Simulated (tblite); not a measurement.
Compound: C5H11AsO2S.
Geometry (GFN2-xTB, Å), atoms numbered from 1 in this order:
```xyz
20
C5H11AsO2S angstrom
C      2.6060   -0.3564   -0.4221
S      1.2687    0.8723   -0.2627
O      1.7995    1.9880    0.4724
O      0.7442    1.1378   -1.5776
C     -0.0283    0.0589    0.7353
C     -0.5878   -1.1019   -0.0841
C     -2.1051   -0.9859   -0.2002
As    -2.4896    0.9573   -0.3418
C     -1.0593    1.1401    1.0087
H      3.3734    0.0912   -1.0407
H      2.9888   -0.5563    0.5698
H      2.2189   -1.2523   -0.8879
H      0.4889   -0.2575    1.6418
H     -0.2925   -2.0647    0.3417
H     -0.1638   -1.0280   -1.0891
H     -2.5902   -1.3591    0.7080
H     -2.4835   -1.5675   -1.0418
H     -1.6105    1.1687   -1.5283
H     -1.5043    1.0065    2.0016
H     -0.5787    2.1196    0.9939
```

Computed with GFN2-xTB (tblite): harmonic, unscaled wavenumbers at the GFN2-xTB geometry, gas phase. The method is semi-empirical: single wavenumbers can be off by several per cent or more. Modes of hydrogen on arsenic can be 10 to 20 % off. One conformer, not necessarily the lowest.

Harmonic wavenumbers (cm⁻¹): 40.7, 82.4, 101.4, 150.3, 184.0, 223.3, 256.8, 286.6, 341.9, 350.1, 448.0, 469.7, 528.9, 565.6, 593.9, 641.5, 687.4, 716.8, 726.7, 793.5, 835.8, 846.1, 862.2, 923.2, 958.7, 1027.6, 1067.2, 1095.1, 1112.1, 1143.9, 1153.6, 1176.8, 1215.4, 1243.1, 1258.9, 1264.8, 1267.8, 1334.3, 1422.4, 1436.7, 1445.9, 1451.6, 1478.0, 2027.4, 2904.4, 2921.3, 2945.6, 2958.6, 2962.9, 2973.9, 2975.3, 3068.6, 3084.3, 3091.2.

A = 2097, B = 640.8, C = 586.3 MHz; mass 209.970 u (most abundant isotopes); point group C1, symmetry number 1.

Question: What is the zero-point energy?

Answer: Half the sum of the wavenumbers: 33562 cm⁻¹ = 95.96 kcal/mol.

Question: What is S at 500 K and 1 bar for an ideal gas of classical rigid rotors and harmonic oscillators?

Answer: Translation 44.52, rotation 31.93, vibration 53.70: S = 130.2 cal/(mol K).

Question: And Cp and H(500 K) − H(0)?

Answer: Cp = 62.36 cal/(mol K), of which vibrations give 54.41 (their classical limit is 54 R = 107.3); H(500 K) − H(0) = 18.01 kcal/mol without the zero-point energy, 14.04 from vibrations.

Question: Which modes carry the vibrational entropy at 500 K?

Answer: 40.7 cm⁻¹: 6.25; 82.4 cm⁻¹: 4.85; 101.4 cm⁻¹: 4.44; 150.3 cm⁻¹: 3.67; 184.0 cm⁻¹: 3.27; 223.3 cm⁻¹: 2.90 cal/(mol K); the other 48 give 28.31 together.

Question: Blend soft modes into free rotors: weight 1/[1 + (100 cm⁻¹/ν̃)⁴] for the oscillator and the rest for a rotor with moment μB/(μ + B), μ = h/(8π²ν), B = 10⁻⁴⁴ kg m². What vibrational entropy results?

Answer: 50.18 cal/(mol K) in place of 53.70, which changes −T·S at 500 K by +1.76 kcal/mol.

Question: How do the functions run with temperature in this model?

Answer: 
```tsv
T (K)	S (cal/(mol K))	Cp (cal/(mol K))	H − H(0) (kcal/mol)	G − H(0) (kcal/mol)	ln q(vib)
150	81.1	24.8	2.40	-9.75	3.07
250	96.4	36.4	5.46	-18.64	5.82
298.15	103.3	42.1	7.35	-23.45	7.18
400	117.3	53.2	12.21	-34.69	10.06
600	142.2	69.7	24.63	-60.69	15.70
900	173.6	84.9	48.03	-108.23	23.69
```

q(vib) and H(0) count from the zero-point level.

Hindered rotation and anharmonicity are outside this model. Other conformers, if any are populated, would add a mixing term that is left out. The structure is chiral; the term R ln 2 for an equal mix with its mirror image is left out.
